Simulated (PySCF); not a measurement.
CCl (SMILES [C]Cl), doublet, at a GFN2-xTB geometry; PySCF with DF-B97M-V/def2-SVPD.

The PySCF input:
```python
from pyscf import gto, scf, dft

mol = gto.M(
    atom='''
C    -0.000000   -0.000000   -1.175248
Cl    0.000000    0.000000    0.414794
''',
    basis='def2-svpd',
    charge=0,
    spin=1,
    verbose=4,
)

mf = dft.UKS(mol)
mf.xc = 'b97m_v'
mf = mf.density_fit(auxbasis='def2-universal-jkfit')
mf.kernel()
```

It wrote (shortened):

```
PySCF version 2.14.0

[INPUT] verbose = 4
[INPUT] num. atoms = 2
[INPUT] num. electrons = 23
[INPUT] charge = 0
[INPUT] spin (= nelec alpha-beta = 2S) = 1
[INPUT] symmetry False subgroup None
[INPUT] Mole.unit = angstrom
[INPUT] Symbol           X                Y                Z      unit          X                Y                Z       unit  Magmom
[INPUT]  1 C      0.000000000000   0.000000000000  -1.175248000000 AA    0.000000000000   0.000000000000  -2.220896848443 Bohr   0.0
[INPUT]  2 Cl     0.000000000000   0.000000000000   0.414794000000 AA    0.000000000000   0.000000000000   0.783847058113 Bohr   0.0

nuclear repulsion = 33.9463206090405
number of shells = 19
number of NR pGTOs = 75
number of NR cGTOs = 47
basis = def2-svpd
ecp = {}

******** <class 'pyscf.df.df_jk.DFUKS'> ********
method = DFUKS
initial guess = minao
damping factor = 0
level_shift factor = 0
DIIS = <class 'pyscf.scf.diis.CDIIS'>
diis_start_cycle = 1
diis_space = 8
diis_damp = 0
SCF conv_tol = 1e-09
SCF conv_tol_grad = None
SCF max_cycles = 50
direct_scf = False
number electrons alpha = 12  beta = 11
XC library pyscf.dft.libxc version 7.1.2
    S. Lehtola, C. Steigemann, M. J. T. Oliveira, and M. A. L. Marques,  SoftwareX 7, 1–5 (2018)
XC functionals = b97m_v
    N. Mardirossian and M. Head-Gordon,  J. Chem. Phys. 142, 074111 (2015)
radial grids:
    Treutler-Ahlrichs [JCP 102, 346 (1995); DOI:10.1063/1.469408] (M4) radial grids

becke partition: Becke, JCP 88, 2547 (1988); DOI:10.1063/1.454033
pruning grids: <function nwchem_prune>
grids dens level: 3
symmetrized grids: False
atomic radii adjust function: <function treutler_atomic_radii_adjust>
** Following is NLC and NLC Grids **
NLC functional = b97m_v
radial grids:
    Treutler-Ahlrichs [JCP 102, 346 (1995); DOI:10.1063/1.469408] (M4) radial grids

becke partition: Becke, JCP 88, 2547 (1988); DOI:10.1063/1.454033
pruning grids: <function nwchem_prune>
grids dens level: 3
symmetrized grids: False
atomic radii adjust function: <function treutler_atomic_radii_adjust>
small_rho_cutoff = 0
Set gradient conv threshold to 3.16228e-05
tot grids = 33000
tot grids = 33000
init E= -498.018842521831

cycle= 1 E= -497.835844141322  delta_E= 0.183  |g|= 0.0827  |ddm|= 1.23
cycle= 2 E= -497.84095486266  delta_E= -0.00511  |g|= 0.0431  |ddm|= 0.21
cycle= 3 E= -497.841149468665  delta_E= -0.000195  |g|= 0.0431  |ddm|= 0.113
cycle= 4 E= -497.842209118597  delta_E= -0.00106  |g|= 0.0128  |ddm|= 0.0538
cycle= 5 E= -497.842312365053  delta_E= -0.000103  |g|= 0.00319  |ddm|= 0.0162
cycle= 6 E= -497.84231990689  delta_E= -7.54e-06  |g|= 0.000331  |ddm|= 0.00401
cycle= 7 E= -497.842320051451  delta_E= -1.45e-07  |g|= 0.000125  |ddm|= 0.000889
cycle= 8 E= -497.842320068199  delta_E= -1.67e-08  |g|= 2.63e-05  |ddm|= 0.000304
cycle= 9 E= -497.842320069272  delta_E= -1.07e-09  |g|= 4.69e-06  |ddm|= 8.9e-05
cycle= 10 E= -497.842320069384  delta_E= -1.12e-10  |g|= 3.14e-06  |ddm|= 4.18e-05
Extra cycle  E= -497.84232006947  delta_E= -8.57e-11  |g|= 3.34e-06  |ddm|= 3.65e-05
converged SCF energy = -497.84232006947  <S^2> = 0.75476914  2S+1 = 2.0047635
```
